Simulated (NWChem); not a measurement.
Correlation energy of CNO

SMILES: N#C[O]
```xyz
3

O      0.0000     0.0000     1.1395
C      0.0000     0.0000    -0.0409
N      0.0000     0.0000    -1.2673
```
Charge 0, spin multiplicity 2.

Program: NWChem. The geometry was optimised at UB3LYP/def2-SVP, a minimum by its harmonic frequencies.

Basis set: 6-31G*. Each correlation energy counts from its own Hartree-Fock reference.

The correlated methods keep 3 core orbitals frozen. The Pople sets run with spherical d functions. The structure started from a generated list of species. The unpaired electrons of the parent sit in orbitals of symmetry b1 (C2v labels of the run); other states weren't searched. No SCF solution was tested for a lower state. Open-shell Hartree-Fock references start from PBE0 orbitals. No row is a measurement; the coupled-cluster row has its own basis-set and correlation limits.

Q: One of these methods gave a correlation energy of -429.3 mHa. Which?
A. CCSD[T] on UHF
B. CCSD(T) on UHF
C. CCSD on UHF
D. UMP2

A: C, CCSD on UHF. The others give -445.9 (CCSD(T) on UHF), -409.4 (UMP2), -448.2 (CCSD[T] on UHF).
